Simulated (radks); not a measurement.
Q: The mean radii <r> (bohr) of the occupied orbitals of an atom or ion are listed with their occupations. All-electron calculation, scalar-relativistic Kohn-Sham, r2SCAN, spin-polarised, spherical densities, finite nucleus; meta-GGA in the generalised Kohn-Sham scheme; Fermi nuclear charge, rms radius of each element as measured or else 0.836 A^(1/3) + 0.57 fm. Program: a radial shooting solver on a logarithmic mesh with Libxc functionals.

orbital  occ.      <r>
1s down     1  0.06092
1s up       1  0.06092
2s up       1   0.2790
2s down     1   0.2784
2p up       3   0.2472
2p down     3   0.2466
3s up       1   0.8320
3s down     1   0.8370
3p up       3   0.8700
3p down     3   0.8761
3d up       3   0.9681
4d up       1    3.317

Name the element and its charge. Open shells, if any, are filled with parallel spins first.

A: Z = 25, manganese, charge +3: Mn3+ in [Ar] 3d3 4d1. The 1s radius gives Z: for a bare nucleus <r> = (2 gamma + 1)/(2Z) with gamma = sqrt(1 - (Z/c)^2), 0.05933 bohr for Z = 25, and screening makes it slightly larger (0.06092 here). The occupations add up to 22, and the charge is Z minus that.
